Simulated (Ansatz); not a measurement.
```xyz
19

C    -0.794    0.380    1.607
Si    0.385   -0.143    0.247
C     1.551   -1.462    0.882
C     1.336    1.339   -0.382
C    -0.628   -0.848   -1.183
Ga   -2.071    0.337   -1.658
F    -3.778    0.009   -1.463
F    -1.834    1.960   -2.273
H    -0.244    0.720    2.489
H    -1.441   -0.445    1.918
H    -1.437    1.211    1.296
H     2.164   -1.078    1.702
H     1.001   -2.331    1.254
H     2.225   -1.804    0.093
H     2.051    1.049   -1.157
H     0.665    2.088   -0.812
H     1.897    1.814    0.427
H    -1.061   -1.818   -0.925
H     0.013   -0.977   -2.061
```

The species carries charge 0 and has multiplicity 1.

Question: List the ωB97M-V/def2-TZVPP orbital energies in eV (Ansatz 0.2.0). (Estimate.)

Answer: Computed: Occupied: -10154.04, -1806.77, -1257.45, -1111.67, -1111.53, -1111.51, -676.28, -676.28, -281.62, -281.09, -281.02, -280.92, -155.00, -147.83, -107.56, -107.26, -107.21, -101.95, -101.93, -101.93, -34.42, -34.28, -26.60, -26.55, -26.51, -26.40, -26.19, -23.39, -22.08, -22.01, -21.95, -16.13, -15.93, -14.94, -14.62, -14.37, -14.27, -13.97, -13.92, -13.75, -13.64, -13.49, -13.41, -13.28, -13.07, -12.22, -11.21, -11.08, -10.76. Lowest empty: 0.97, 1.22, 2.36, 2.91, 3.04, 3.33, 3.46, 3.60.
